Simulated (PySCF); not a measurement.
PBE on Os⁻ (osmium, charge -1), [Xe] 4f14 5d7 6s2, high-spin 4F determinant. Computed with PySCF 2.14 in aug-cc-pVTZ-PP with one added diffuse shell each of s, p, d, f, g type with ECP60MDF (7s7p6d4f3g, 113 functions), with a scalar-relativistic core potential.

```
cycle= 1 E= -90.8636359262342  delta_E= -0.026  |g|= 0.0492  |ddm|= 0.575
cycle= 2 E= -90.8619380184307  delta_E= 0.0017  |g|= 0.0759  |ddm|= 0.0988
cycle= 3 E= -90.8563616779515  delta_E= 0.00558  |g|= 0.0928  |ddm|= 0.608
cycle= 4 E= -90.86465677939  delta_E= -0.0083  |g|= 0.00541  |ddm|= 0.442
cycle= 5 E= -90.8646821087581  delta_E= -2.53e-05  |g|= 0.000146  |ddm|= 0.0219
cycle= 6 E= -90.8646821691161  delta_E= -6.04e-08  |g|= 6.87e-05  |ddm|= 0.00158
cycle= 7 E= -90.864682176962  delta_E= -7.85e-09  |g|= 2.81e-05  |ddm|= 0.00105
cycle= 8 E= -90.8646821776763  delta_E= -7.14e-10  |g|= 7.23e-06  |ddm|= 0.000295
converged SCF energy = -90.8646821776763  <S^2> = 3.8174087  2S+1 = 4.0335636
```

Highest occupied orbital energy: 1.808 eV; ⟨L²⟩ = 12.04; populations by l: s 4.00, p 6.00, d 7.00, f 0.00.

(1) Can this result be used?

Results:

(1) With care. Self-consistency was reached. Energies and moments cover only the electrons outside the core potential. Spin-orbit coupling, absent here, splits the open shell strongly. ⟨S²⟩ = 3.82 against 3.75 shows spin contamination. At PBE the highest occupied level has a positive energy, so only the finite basis holds that electron; in a semilocal or global hybrid functional this comes from self-interaction and does not mean that the real anion is unbound.
